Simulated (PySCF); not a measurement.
Structure problem from calculated spectra and properties.

Formula: C9H21P.

* Rotational structure: rotational constants A, B, C: 0.764, 0.763, 0.408 GHz [PBE0-D3(BJ)/def2-SVP]
* 1H NMR: chemical shifts (computed TMS as zero) by class: 1.34 (6 H), 1.15 (6 H), 1.07 (9 H) ppm [GIAO KT2/pcSseg-1]
* 13C NMR: chemical shifts (computed TMS as zero) by class: 37.7 (3 C), 24.3 (3 C), 19.0 (3 C) ppm [GIAO KT2/pcSseg-1]
* NMR, other nuclei: isotropic shieldings of nuclei other than C and H, by class: 368 (1 P) ppm [GIAO KT2/pcSseg-1]
* Dipole: 1.07 D [KT2/pcSseg-1]

Electronic properties: PySCF, gas phase, density fitting. Levels stand in brackets. Isolated species at its PBE0-D3(BJ)/def2-SVP geometry (one conformer only). Each NMR value is the plain mean over a class of atoms that symmetry, rotation or inversion makes alike.

Question: What is the compound? Reason from the data.

Answer: Numbering: `[CH3:1][CH2:2][CH2:3][P:4]([CH2:5][CH2:6][CH3:7])[CH2:8][CH2:9][CH3:10]`. 9 carbons fall into 3 classes; from least to most shielded: sp3 carbon bound to phosphorus [C3/C5/C8] (37.7 ppm, 3 C), chain CH2 carbon [C2/C6/C9] (24.3 ppm, 3 C), methyl carbon [C1/C7/C10] (19.0 ppm, 3 C). Hydrogen classes from least to most shielded: 6 H on 3 chain CH2 carbons, C2/C6/C9 (1.34 ppm), 6 H on 3 like atoms (sp3 carbon bound to phosphorus), C3/C5/C8 (1.15 ppm, a mean of values up to 0.5 ppm apart in this geometry), 9 H on 3 methyl carbons, C1/C7/C10 (1.07 ppm). The other shieldings belong to: 368 ppm, phosphine phosphorus [P4]. The optimised geometry has point group C3 and is an oblate symmetric top (the spread among constants that symmetry makes equal is optimisation noise). Structure: `CCCP(CCC)CCC`. The assignments are read from this structure; whether some other isomer fits the data as well wasn't checked.
